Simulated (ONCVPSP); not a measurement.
vanadium ONCV: all-electron and pseudo phase curves

```
Element                 : V (Z = 23)
Generator               : ONCVPSP 4.0.1
Type                    : optimised norm-conserving Vanderbilt (ONCV)
Functional              : PBEsol
Relativity              : scalar-relativistic
Frozen core             : [Ne]
Valence charge          : 13
Reference configuration : 3s2 3p6 3d4 4s1
Partial waves           : 3s+4s: rc 1.75 bohr, ncon 3, nbas 6, qcut 6 1/bohr, 2 projectors; 3p: rc 1.30 bohr, ncon 4, nbas 7, qcut 11.7 1/bohr, 2 projectors, debl 0.7 Ha; 3d: rc 1.30 bohr, ncon 4, nbas 8, qcut 13.7 1/bohr, 1 projector
Local potential         : polynomial inside 1.20 bohr (lpopt 5, dvloc0 3 Ha)
Core correction         : Teter function, fcfact 1.75, rcfact 1.6
```

In the p channel the program set the typed energies aside and used -1.486, 0.250 Ha.

The phase is arctan(r·R′/R) of the radial function R(r), unwrapped; energies in Ha, scanned from -4 to 5 Ha. A pole is an energy at which the radial function vanishes at the test radius. The pseudo phase is shifted by a multiple of π to meet the all-electron one at the reference energy, and phase errors are pseudo minus all-electron; the curves can meet again beyond the range given. Levels narrower than the energy grid can be missing from the lists of poles.

| channel | radius (bohr) | reference energy (Ha) | poles, all-electron | poles, pseudo | unbroken range about the reference energy with phases within 0.05 rad | phase error 1 Ha above the reference energy (rad) |
| --- | --- | --- | --- | --- | --- | --- |
| s | 1.78 | -0.14 | -2.22, 4.75 | -2.22, 4.81 | the whole range | +0.004 |
| p | 1.32 | -1.49 | -0.00 | -0.00 | the whole range | +0.000 |
| d | 1.32 | -0.09 | 1.47 | 1.55 | below 2.8 | +0.006 |

Phases in the d channel:

```csv
E (Ha),all-electron,pseudo
-3.98,1.185,1.188
-3.74,1.165,1.169
-3.50,1.143,1.147
-3.26,1.118,1.122
-3.02,1.088,1.093
-2.78,1.052,1.058
-2.54,1.008,1.015
-2.30,0.954,0.961
-2.06,0.885,0.893
-1.82,0.794,0.804
-1.58,0.672,0.683
-1.34,0.503,0.514
-1.10,0.268,0.280
-0.86,-0.038,-0.029
-0.62,-0.381,-0.376
-0.38,-0.694,-0.693
-0.14,-0.938,-0.938
0.10,-1.116,-1.115
0.34,-1.246,-1.244
0.58,-1.344,-1.340
0.82,-1.421,-1.415
1.06,-1.483,-1.476
1.30,-1.537,-1.526
1.54,-1.584,-1.570
1.78,-1.627,-1.609
2.02,-1.668,-1.645
2.26,-1.708,-1.679
2.50,-1.749,-1.713
2.74,-1.792,-1.746
2.98,-1.840,-1.781
3.22,-1.893,-1.818
3.46,-1.956,-1.857
3.70,-2.033,-1.901
3.94,-2.130,-1.952
4.18,-2.257,-2.011
4.42,-2.427,-2.081
4.66,-2.656,-2.167
4.90,-2.947,-2.275
```
